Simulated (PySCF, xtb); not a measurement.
C2HCl3, SMILES ClC=C(Cl)Cl (connectivity only; charge and spin as stated), charge +1, multiplicity 2.

Harmonic wavenumbers (cm⁻¹) from GFN2-xTB (xtb) at its own minimum, in rising order: 151, 152, 259, 370, 431, 605, 762, 829, 878, 1169, 1330, 2982.

### Question
What does B3LYP-D3(BJ)/def2-SVP in PySCF give at its own minimum? (An estimate is asked for; the answer gives what the named calculation found.)

### Answer
150, 183, 293, 405, 471, 662, 805, 947, 1030, 1274, 1428, 3192. Paired by order, the mean absolute difference is 77 cm⁻¹ and the zero-point energies are 14.2 and 15.5 kcal/mol.
